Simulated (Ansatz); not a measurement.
Start from `CC(C)=CF` and change one atom or group to get `B/C(C)=C/F`.

Ansatz, PBE0-D4/def2-TZVP geometries, multiplicity 1. 

```json
{"property": "size of the dipole moment (ωB97M-V/def2-TZVPP) / D", "`CC(C)=CF`": "1.62"}
{"property": "LUMO energy (PBE0/def2-TZVPP) / eV", "`CC(C)=CF`": "0.73"}
{"property": "HOMO–LUMO gap (PBE0/def2-TZVPP) / eV", "`CC(C)=CF`": "7.61"}
{"property": "size of the dipole moment (PBE/def2-TZVPP) / D", "`CC(C)=CF`": "1.49"}
{"property": "HOMO energy (PBE/def2-TZVPP) / eV", "`CC(C)=CF`": "-5.67"}
{"property": "HOMO–LUMO gap (ωB97M-V/def2-TZVPP) / eV", "`CC(C)=CF`": "11.82"}
```

Give the same properties after the change, and the shifts. (Best estimate.)

The calculation gave: 
| property | `B/C(C)=C/F` | shift |
| --- | --- | --- |
| size of the dipole moment (ωB97M-V/def2-TZVPP) / D | 0.16 | -1.46 |
| LUMO energy (PBE0/def2-TZVPP) / eV | -1.80 | -2.53 |
| HOMO–LUMO gap (PBE0/def2-TZVPP) / eV | 6.07 | -1.54 |
| size of the dipole moment (PBE/def2-TZVPP) / D | 0.50 | -0.99 |
| HOMO energy (PBE/def2-TZVPP) / eV | -6.77 | -1.10 |
| HOMO–LUMO gap (ωB97M-V/def2-TZVPP) / eV | 10.25 | -1.57 |

With PBE0 the HOMO falls by 0.99 eV and the LUMO falls by 2.53 eV, so the gap narrows by about 1.54 eV. PBE moves the HOMO by -1.10 eV and ωB97M-V by -0.93 eV. Dipoles are sizes alone; their direction can turn.
